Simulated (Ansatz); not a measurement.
C$_{2}$H$_{3}$AsO, SMILES `O=C1C[AsH]1` at its PBE0-D4/def2-TZVP geometry, where that method's forces vanish. The species carries charge 0 and has multiplicity 1.

```xyz
7

O     0.2963   -1.4804   -1.3720
C    -0.0342   -0.5945   -0.6649
C    -0.2353   -0.2013    0.7099
As   -0.4650    1.3716   -0.5753
H     0.5992   -0.2527    1.4026
H    -1.1968   -0.4771    1.1357
H     1.0360    1.6344   -0.6360
```

Q: What forces (eV/Å) does ωB97M-V/def2-TZVPP give on these atoms in the Gaussian-basis code of Ansatz? (Best estimate.)

A: Computed: 
```
O1   0.026 -0.079 -0.082
C2  -0.049  0.099 -0.009
C3  -0.021  0.015  0.244
As4  0.135 -0.054 -0.029
H5  -0.071  0.017 -0.091
H6   0.087  0.012 -0.058
H7  -0.108 -0.010  0.024
```
